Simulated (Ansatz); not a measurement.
A nudged elastic band was laid between two geometries of CH₉AlN₂Si (14 atoms, charge 0, multiplicity 1).

Level of theory: Ansatz 0.2.0, RKS LDA/cc-pVDZ.

```yaml
movable_images: 9
climbing_image: yes
spring: 5.0 eV/Å²
optimiser: quadratic models (default)
start_path: through a guess of the saddle point
force_threshold: 0.05 eV/Å
iteration_limit: 60
end_points: relaxed
```

First end point:

```xyz
14
Properties=species:S:1:pos:R:3
N -1.215 1.186 1.787
C -0.739 0.839 0.460
Si 0.049 -0.857 0.681
N 0.944 -1.335 -0.760
Al 1.105 -0.465 -2.326
H -1.793 2.039 1.773
H -0.417 1.386 2.407
H -0.049 1.565 -0.048
H -1.607 0.714 -0.229
H 0.979 -0.763 1.881
H -1.022 -1.872 1.019
H 1.416 -2.249 -0.683
H 0.350 0.942 -2.461
H 1.987 -1.159 -3.472
```

Last end point:

```xyz
14
Properties=species:S:1:pos:R:3
N -1.258 1.458 1.678
C -0.631 1.036 0.427
Si 0.096 -0.689 0.658
N 0.897 -1.353 -0.763
Al 1.075 -0.567 -2.372
H -1.980 0.771 1.952
H -0.562 1.433 2.441
H 0.148 1.775 0.131
H -1.382 1.060 -0.395
H 1.053 -0.599 1.836
H -1.048 -1.582 1.113
H 1.300 -2.294 -0.636
H 0.431 0.893 -2.518
H 1.850 -1.372 -3.521
```

(1) Which bonds break or form, and what moves?

(2) Give the energies along the band, and the barrier.

(3) What is the geometry of the highest image?

The band took 14 iterations and of the order of 5 core-minutes.

Answers

(1) No bond is made or broken. The height of N1 over the plane of its neighbours goes from -0.38 to 0.41 Å.

(2) It converged. The highest image is number 5 of 0 to 10, 4.3 kcal/mol above the first end and 5.0 kcal/mol above the last; the last end lies 0.7 kcal/mol below the first. A vibrational analysis at the climbing image gives one clearly imaginary mode, 606i cm⁻¹, and a faint second one (31i cm⁻¹) that may be numerical noise or a soft torsion: probably a first-order saddle point.

```json
{"image": "0", "path coordinate (Å)": "0.00", "energy (kcal/mol)": "0.0", "height of N1 over the plane of its neighbours (Å)": "-0.38"}
{"image": "1", "path coordinate (Å)": "0.44", "energy (kcal/mol)": "0.0", "height of N1 over the plane of its neighbours (Å)": "-0.38"}
{"image": "2", "path coordinate (Å)": "0.88", "energy (kcal/mol)": "0.1", "height of N1 over the plane of its neighbours (Å)": "-0.38"}
{"image": "3", "path coordinate (Å)": "1.31", "energy (kcal/mol)": "0.2", "height of N1 over the plane of its neighbours (Å)": "-0.38"}
{"image": "4", "path coordinate (Å)": "1.75", "energy (kcal/mol)": "0.4", "height of N1 over the plane of its neighbours (Å)": "-0.36"}
{"image": "5", "path coordinate (Å)": "2.19", "energy (kcal/mol)": "4.3", "height of N1 over the plane of its neighbours (Å)": "0.03"}
{"image": "6", "path coordinate (Å)": "2.66", "energy (kcal/mol)": "0.9", "height of N1 over the plane of its neighbours (Å)": "0.37"}
{"image": "7", "path coordinate (Å)": "3.12", "energy (kcal/mol)": "-0.2", "height of N1 over the plane of its neighbours (Å)": "0.40"}
{"image": "8", "path coordinate (Å)": "3.58", "energy (kcal/mol)": "-0.5", "height of N1 over the plane of its neighbours (Å)": "0.41"}
{"image": "9", "path coordinate (Å)": "4.05", "energy (kcal/mol)": "-0.6", "height of N1 over the plane of its neighbours (Å)": "0.41"}
{"image": "10", "path coordinate (Å)": "4.51", "energy (kcal/mol)": "-0.7", "height of N1 over the plane of its neighbours (Å)": "0.41"}
```

(3) 
```xyz
14
Properties=species:S:1:pos:R:3
N -1.100 1.376 1.716
C -0.864 0.857 0.406
Si 0.091 -0.745 0.661
N 0.805 -1.375 -0.824
Al 1.319 -0.479 -2.299
H -2.026 1.663 2.022
H -0.348 1.382 2.403
H -0.356 1.558 -0.313
H -1.827 0.576 -0.080
H 1.144 -0.428 1.714
H -0.825 -1.794 1.256
H 0.934 -2.397 -0.828
H 1.138 1.113 -2.283
H 1.903 -1.337 -3.522
```

Time of the run: 2.5 min on 2 threads of AMD EPYC 9R14 (Zen 4), with other jobs on the host, peak memory 0.2 GiB.
